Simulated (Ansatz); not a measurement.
Coupled-cluster diagnostics for Ag₂I⁺ (the lowest singlet isomer of a short search), Ansatz.

Geometry of the singlet (PBE-D4/def2-TZVP):

Cartesian coordinates in Å:
```
Ag 0.684 -1.099 -1.596
Ag 0.473 1.247 1.563
I -1.156 -0.148 0.033
```

In the def2 sets Ag, I take a core potential; there is no spin–orbit coupling. Correlated methods freeze 4 core orbitals; core or outer-core shells of Ag, I are correlated, in sets that lack core-valence functions. The structure comes from a short search, and lower isomers may exist.

(1) Estimate the CCSD(T) correlation energy, the shares of MP2 and (T), T1 and the reference's ⟨S²⟩ for: charge 1, singlet, own geometry in def2-TZVPP; and the rough time on 4 threads of Arm Neoverse N1 on a shared host.

Results:

(1) 
| state | basis | correlation (eV) | MP2 share (%) | (T) share (%) | T1 | ⟨S²⟩ (pure) | wall time |
| --- | --- | --- | --- | --- | --- | --- | --- |
| charge 1, singlet, own geometry | def2-TZVPP | -47.530 | 102.6 | 2.6 | 0.014 | 0.00 (0.00) | 27 s |
Customary marks for T1 are 0.02 (closed shells), 0.045 (open shells) and about 0.05 (3d metals). T1 stays under 0.02 throughout.
